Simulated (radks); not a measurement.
Values are calculated unless marked as measured or tabulated.
Kinetic energies: the exact non-interacting value of the Kohn-Sham orbitals and orbital-free approximations, in hartree. Species: Yb [Xe] 4f14 6s2; Li [He] 2s1; Au [Xe] 4f14 5d10 6s1; Ba2+ [Xe]; N4+ [He] 2s1. Code: a radial shooting solver on a logarithmic mesh with Libxc functionals. Model: non-relativistic Kohn-Sham, exchange-only PBE, spin-polarised, spherical densities, point nucleus. Every spin shell is full or empty, so the densities are truly spherical. Functionals are evaluated on that one density, not self-consistently.

functional           Yb       Li       Au     Ba2+      N4+
exact           13391.2  7.41138  17864.3  7882.21  48.2643
Thomas-Fermi      12736   6.6442    17034   7476.1   43.465
TF + vW/9         13288   7.4453    17740   7826.9   48.513
TF + vW/5         13729   8.0861    18305   8107.5   52.552
LC94              13384   7.4296    17866   7885.0   48.421
APBEK             13388   7.4264    17871   7888.7   48.400
Pearson           13265   7.1027    17712   7810.0   46.349
LKT               15627   11.672    20718   9328.2   75.096
PG1               15134   11.113    20089   9015.5   71.572
DePristo-Kress    13357   7.3840    17827   7871.2   48.207
Ernzerhof         13318   7.6517    17778   7847.4   49.858
